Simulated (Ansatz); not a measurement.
A CCSD(T) single point on C2H9B2N, SMILES `CB(C)BN`.

```yaml
crystal:
  periodic: [false, false, false]
  atoms:
    - {symbol: C, position_ang: [0.126131, 1.750601, -0.000683]}
    - {symbol: B, position_ang: [0.193306, 0.202011, 0.255707]}
    - {symbol: C, position_ang: [0.248498, -0.302470, 1.742387]}
    - {symbol: B, position_ang: [0.273037, -0.880289, -1.034713]}
    - {symbol: N, position_ang: [-0.818607, -1.425945, -1.708053]}
    - {symbol: H, position_ang: [0.516494, 2.361502, 0.819150]}
    - {symbol: H, position_ang: [0.555100, 2.089121, -0.946491]}
    - {symbol: H, position_ang: [-0.950984, 1.977376, -0.062725]}
    - {symbol: H, position_ang: [1.322391, -0.392064, 1.972199]}
    - {symbol: H, position_ang: [-0.175657, -1.294051, 1.917357]}
    - {symbol: H, position_ang: [-0.157924, 0.405626, 2.471072]}
    - {symbol: H, position_ang: [1.357345, -1.229850, -1.438564]}
    - {symbol: H, position_ang: [-0.724688, -2.067086, -2.477674]}
    - {symbol: H, position_ang: [-1.777244, -1.223780, -1.480067]}
basis:
  gaussian: {orbitals: def2-TZVPP}
correlation: {method: ccsd_t}
```

```sh
$ ansatz run in.yaml --threads 4 --pin off --events-out ev --progress --plain --max-ram 10444MiB
```

Log, shortened:

```
Functional definition: HF
1627 factors; integrals over basis functions are off by at most 1.1e-3 eV
mean field evaluation 1: about -5026.0947 eV, gradient 4.6e1 eV
mean field evaluation 2: about -5026.2400 eV, gradient 4.5e1 eV
mean field evaluation 4: about -5031.3516 eV, gradient 4.2e0 eV
mean field evaluation 8: about -5031.4218 eV, gradient 2.3e-1 eV
mean field -5031.42216602 eV, -184.9013541807 hartree, gradient 2.7e-6 eV, S^2 0.000000; 0 other end points of the search recorded, 0 dependent functions left out
5 core orbitals not correlated: weight in the atoms' cores, before any rotation towards them, 1.000 or more for the frozen orbitals, at most 0.000 for the correlated occupied ones
reference -5031.42216602 eV, -184.9013541807 hartree; 14, 14 occupied and 262, 262 virtual orbitals, 1627 factors
second order -20.92026207 eV of doubles, -0.00000000 eV of singles
cycle   1  -21.84432623 eV  change   -9.2e-1 eV  update   9.1e-2
cycle   2  -22.35148672 eV  change   -5.1e-1 eV  update   2.6e-2
cycle   3  -22.43585327 eV  change   -8.4e-2 eV  update   1.3e-2
cycle   4  -22.42811118 eV  change    7.7e-3 eV  update   3.9e-3
cycle   5  -22.42772540 eV  change    3.9e-4 eV  update   1.8e-3
cycle   6  -22.42766267 eV  change    6.3e-5 eV  update   5.4e-4
cycle   7  -22.42752233 eV  change    1.4e-4 eV  update   1.7e-4
cycle   8  -22.42755703 eV  change   -3.5e-5 eV  update   7.2e-5
cycle   9  -22.42756617 eV  change   -9.1e-6 eV  update   3.1e-5
perturbative correction -0.85620826 eV, -0.0314650734 hartree
Total energy: -5054.70594045 eV, -185.7570171090 hartree
```

Run time 2.6 min (4 threads of an Arm Neoverse V2 on a shared host); peak host memory 8.4 GiB.

The correlation energy is -23.284 eV, 3.7 % of it from (T); the T1 diagnostic reads 0.0117.
